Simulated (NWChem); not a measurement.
System: CH5BFNO; SMILES CNB(O)F

Here is an NWChem input.

```
start job
memory heap 200 mb stack 900 mb global 1100 mb
geometry units angstroms noautosym nocenter noautoz
  B     -0.001012     0.596777    -0.000151
  F     -0.791694     1.691828    -0.000498
  N     -0.631997    -0.675413     0.000062
  C     -0.012055    -1.979041     0.000784
  H     -1.653252    -0.680770     0.000193
  H     -0.276635    -2.585058    -0.895187
  H     -0.271477    -2.581990     0.900388
  H      1.093356    -1.879596    -0.002674
  O      1.352657     0.821755    -0.000097
  H      1.871473     0.000351     0.000027
end
basis spherical
  B library def2-tzvp
  F library def2-tzvp
  N library def2-tzvp
  C library def2-tzvp
  H library def2-tzvp
  O library def2-tzvp
end
dft
  xc xpbe96 cpbe96
  iterations 150
  semidirect filesize 400000000
end
property
  efieldgrad
end
task dft property
```

Output (shortened):

```
             Northwest Computational Chemistry Package (NWChem) 7.3.0
             --------------------------------------------------------

                             Geometry "geometry" -> ""
                             -------------------------

 Output coordinates in angstroms (scale by  1.889725989 to convert to a.u.)

  No.       Tag          Charge          X              Y              Z
 ---- ---------------- ---------- -------------- -------------- --------------
    1 B                    5.0000    -0.00101200     0.59677700    -0.00015100
    2 F                    9.0000    -0.79169400     1.69182800    -0.00049800
    3 N                    7.0000    -0.63199700    -0.67541300     0.00006200
    4 C                    6.0000    -0.01205500    -1.97904100     0.00078400
    5 H                    1.0000    -1.65325200    -0.68077000     0.00019300
    6 H                    1.0000    -0.27663500    -2.58505800    -0.89518700
    7 H                    1.0000    -0.27147700    -2.58199000     0.90038800
    8 H                    1.0000     1.09335600    -1.87959600    -0.00267400
    9 O                    8.0000     1.35265700     0.82175500    -0.00009700
   10 H                    1.0000     1.87147300     0.00035100     0.00002700

 Effective nuclear repulsion energy (a.u.)     170.8684334979

  pbe96 is a nonlocal functional; adding pw91lda local functional.
                              NWChem Property Module
                              ----------------------

  itol2e modified to match energy
  convergence criterion.

                                 NWChem DFT Module
                                 -----------------

 Summary of "ao basis" -> "ao basis" (spherical)
 ------------------------------------------------------------------------------
       Tag                 Description            Shells   Functions and Types
 ---------------- ------------------------------  ------  ---------------------
 B                         def2-tzvp                11       31   5s3p2d1f
 F                         def2-tzvp                11       31   5s3p2d1f
 N                         def2-tzvp                11       31   5s3p2d1f
 C                         def2-tzvp                11       31   5s3p2d1f
 H                         def2-tzvp                 4        6   3s1p
 O                         def2-tzvp                11       31   5s3p2d1f

  itol2e modified to match energy
  convergence criterion.

            General Information
            -------------------
          SCF calculation type: DFT
          Wavefunction type:  closed shell.
          No. of atoms     :    10
          No. of electrons :    40
           Alpha electrons :    20
            Beta electrons :    20
          Charge           :     0
          Spin multiplicity:     1
          Use of symmetry is: off; symmetry adaption is: off
          Maximum number of iterations: 150
          AO basis - number of functions:   185
                     number of shells:    75
          Convergence on energy requested:  1.00D-07
          Convergence on density requested:  1.00D-05
          Convergence on gradient requested:  5.00D-04

              XC Information
              --------------
          PerdewBurkeErnzerhof Exchange Functional  1.000
            Perdew 1991 LDA Correlation Functional  1.000 local
           PerdewBurkeErnz. Correlation Functional  1.000 non-local

             Grid Information
             ----------------
          Grid used for XC integration:  fine
          Radial quadrature: Mura-Knowles
          Angular quadrature: Lebedev.
          Tag              B.-S. Rad. Rad. Pts. Rad. Cut. Ang. Pts.
          ---              ---------- --------- --------- ---------
          B                   0.85       70          11.0       590
          F                   0.50       70          12.0       590
          N                   0.65       70           9.0       590
          C                   0.70       70          10.0       590
          H                   0.35       60          11.0       590
          O                   0.60       70          11.0       590
          Grid pruning is: on
          Number of quadrature shells:   650
          Spatial weights used:  Erf1

      Superposition of Atomic Density Guess
      -------------------------------------

 Sum of atomic energies:        -293.21902449

      Non-variational initial energy
      ------------------------------

 Total energy =    -295.490073
 1-e energy   =    -740.078817
 2-e energy   =     273.720311
 HOMO         =      -0.314805
 LUMO         =       0.038646

------------------------------------------------------------
EAF file 0: "./job.aoints.0" size=414711808 bytes
------------------------------------------------------------
               write      read    awrite     aread      wait
               -----      ----    ------     -----      ----
     calls:      791         0         0         0         0
   data(b): 4.15e+08  0.00e+00  0.00e+00  0.00e+00
   time(s): 0.00e+00  0.00e+00  0.00e+00  0.00e+00  0.00e+00
rate(mb/s): 0.00e+00  0.00e+00
------------------------------------------------------------

   convergence    iter        energy       DeltaE   RMS-Dens  Diis-err
 ---------------- ----- ----------------- --------- --------- ---------
 d= 0,ls=0.0,diis     1   -295.6085286765 -4.66D+02  6.09D-03  1.32D+00
 d= 0,ls=0.0,diis     2   -295.5152754814  9.33D-02  3.83D-03  2.45D+00
 d= 0,ls=0.0,diis     3   -295.7109681969 -1.96D-01  9.67D-04  1.67D-01
 d= 0,ls=0.0,diis     4   -295.7196449347 -8.68D-03  4.70D-04  4.06D-02
 d= 0,ls=0.0,diis     5   -295.7234352611 -3.79D-03  1.24D-04  2.08D-03
  Resetting Diis
 d= 0,ls=0.0,diis     6   -295.7236458368 -2.11D-04  2.84D-05  7.08D-05
 d= 0,ls=0.0,diis     7   -295.7236510874 -5.25D-06  2.23D-05  1.85D-05
 d= 0,ls=0.0,diis     8   -295.7236466790  4.41D-06  1.49D-05  7.35D-05
 d= 0,ls=0.0,diis     9   -295.7236526403 -5.96D-06  1.81D-06  3.64D-07
 d= 0,ls=0.0,diis    10   -295.7236526763 -3.60D-08  3.51D-07  2.61D-08

         Total DFT energy =     -295.723652676277
      One electron energy =     -744.571442060464
           Coulomb energy =      315.051680404171
    Exchange-Corr. energy =      -37.072324517899
 Nuclear repulsion energy =      170.868433497916

 Numeric. integr. density =       40.000001795866

                       DFT Final Molecular Orbital Analysis
                       ------------------------------------

[...]

          -----------------------
          Electric field gradient
          -----------------------

 1 a.u. = 0.324123 10**(16) esu/cm**3  ( or statvolts/cm**2 ) = 0.97174 10**(22) v/m**2

 ------------------------------------------------------------
   Atom      X         Y         Z
 ------------------------------------------------------------
    1 B   -0.00191   1.12775  -0.00029
 ------------------------------------------------------------

 Electric field gradient in molecular frame (a.u.)
         XX             YY             ZZ             XY             XZ             YZ
 ------------------------------------------------------------------------------------------
        0.114276       0.114710      -0.228987       0.063424      -0.000004      -0.000109

 Principal components (a.u.) and orientation
 of principal axis w.r.t. absolute frame                      Asymmetry parameter eta
 --------------------------------------------------------------------------------------
       -0.228987       0.177918       0.051069                       0.553957

       -0.000047       0.705896       0.708316
        0.000325       0.708316      -0.705896
        1.000000      -0.000197       0.000262

 ------------------------------------------------------------
   Atom      X         Y         Z
 ------------------------------------------------------------
    2 F   -1.49608   3.19709  -0.00094
 ------------------------------------------------------------

 Electric field gradient in molecular frame (a.u.)
         XX             YY             ZZ             XY             XZ             YZ
 ------------------------------------------------------------------------------------------
        0.183027      -0.599028       0.416001       1.169672      -0.000322       0.000349

 Principal components (a.u.) and orientation
 of principal axis w.r.t. absolute frame                      Asymmetry parameter eta
 --------------------------------------------------------------------------------------
       -1.441303       1.025302       0.416001                       0.422743

       -0.584356       0.811498      -0.000072
        0.811498       0.584355       0.000261
       -0.000254      -0.000094       1.000000

 ------------------------------------------------------------
   Atom      X         Y         Z
 ------------------------------------------------------------
    3 N   -1.19430  -1.27635   0.00012
 ------------------------------------------------------------

 Electric field gradient in molecular frame (a.u.)
         XX             YY             ZZ             XY             XZ             YZ
 ------------------------------------------------------------------------------------------
       -0.471875      -0.394874       0.866749       0.209057      -0.000043       0.000672

 Principal components (a.u.) and orientation
 of principal axis w.r.t. absolute frame                      Asymmetry parameter eta
 --------------------------------------------------------------------------------------
        0.866749      -0.645947      -0.220802                       0.490506

        0.000052       0.768477       0.639877
        0.000541      -0.639877       0.768477
        1.000000       0.000306      -0.000449

 ------------------------------------------------------------
   Atom      X         Y         Z
 ------------------------------------------------------------
    4 C   -0.02278  -3.73985   0.00148
 ------------------------------------------------------------

 Electric field gradient in molecular frame (a.u.)
         XX             YY             ZZ             XY             XZ             YZ
 ------------------------------------------------------------------------------------------
        0.025478      -0.146378       0.120901       0.130334       0.000066       0.000101

 Principal components (a.u.) and orientation
 of principal axis w.r.t. absolute frame                      Asymmetry parameter eta
 --------------------------------------------------------------------------------------
       -0.216561       0.120901       0.095660                       0.116553

       -0.474115       0.003627       0.880455
        0.880463       0.002146       0.474111
       -0.000170       0.999991      -0.004211

 ------------------------------------------------------------
   Atom      X         Y         Z
 ------------------------------------------------------------
    5 H   -3.12419  -1.28647   0.00036
 ------------------------------------------------------------

 Electric field gradient in molecular frame (a.u.)
         XX             YY             ZZ             XY             XZ             YZ
 ------------------------------------------------------------------------------------------
       -0.381794       0.161087       0.220708      -0.005718       0.000069       0.000021

 Principal components (a.u.) and orientation
 of principal axis w.r.t. absolute frame                      Asymmetry parameter eta
 --------------------------------------------------------------------------------------
       -0.381855       0.220708       0.161147                       0.155977

        0.999945       0.000112      -0.010531
        0.010531       0.000346       0.999944
       -0.000116       1.000000      -0.000345

 ------------------------------------------------------------
   Atom      X         Y         Z
 ------------------------------------------------------------
    6 H   -0.52276  -4.88505  -1.69166
 ------------------------------------------------------------

 Electric field gradient in molecular frame (a.u.)
         XX             YY             ZZ             XY             XZ             YZ
 ------------------------------------------------------------------------------------------
        0.107581       0.012528      -0.120109      -0.045174      -0.079576      -0.169182

 Principal components (a.u.) and orientation
 of principal axis w.r.t. absolute frame                      Asymmetry parameter eta
 --------------------------------------------------------------------------------------
       -0.258249       0.136518       0.121731                       0.057260

        0.241968       0.739991      -0.627586
        0.542846       0.432862       0.719687
        0.804220      -0.514824      -0.296962

 ------------------------------------------------------------
   Atom      X         Y         Z
 ------------------------------------------------------------
    7 H   -0.51302  -4.87925   1.70149
 ------------------------------------------------------------

 Electric field gradient in molecular frame (a.u.)
         XX             YY             ZZ             XY             XZ             YZ
 ------------------------------------------------------------------------------------------
        0.108464       0.013698      -0.122162      -0.043925       0.078380       0.168926

 Principal components (a.u.) and orientation
 of principal axis w.r.t. absolute frame                      Asymmetry parameter eta
 --------------------------------------------------------------------------------------
       -0.258178       0.136467       0.121711                       0.057156

       -0.237320       0.743101      -0.625683
       -0.540055       0.434454       0.720827
        0.807477       0.508970       0.298211

 ------------------------------------------------------------
   Atom      X         Y         Z
 ------------------------------------------------------------
    8 H    2.06614  -3.55192  -0.00505
 ------------------------------------------------------------

 Electric field gradient in molecular frame (a.u.)
         XX             YY             ZZ             XY             XZ             YZ
 ------------------------------------------------------------------------------------------
       -0.264468       0.117193       0.147275      -0.041015       0.001251       0.000129

 Principal components (a.u.) and orientation
 of principal axis w.r.t. absolute frame                      Asymmetry parameter eta
 --------------------------------------------------------------------------------------
       -0.268830       0.147279       0.121551                       0.095705

        0.994398       0.003019      -0.105655
        0.105655       0.000179       0.994403
       -0.003022       0.999995       0.000141

 ------------------------------------------------------------
   Atom      X         Y         Z
 ------------------------------------------------------------
    9 O    2.55615   1.55289  -0.00018
 ------------------------------------------------------------

 Electric field gradient in molecular frame (a.u.)
         XX             YY             ZZ             XY             XZ             YZ
 ------------------------------------------------------------------------------------------
       -0.606734      -0.315536       0.922269       0.834597      -0.000178      -0.000031

 Principal components (a.u.) and orientation
 of principal axis w.r.t. absolute frame                      Asymmetry parameter eta
 --------------------------------------------------------------------------------------
       -1.308337       0.922269       0.386068                       0.409835

        0.765460      -0.000205       0.643483
       -0.643483      -0.000163       0.765460
        0.000052       1.000000       0.000257

[...]
```

Level: PBE/def2-TZVP. All runs use the structure optimised with PBE-D3(BJ)/def2-SVP. NWChem prints the field gradient with the sign opposite to the second derivative of the potential.
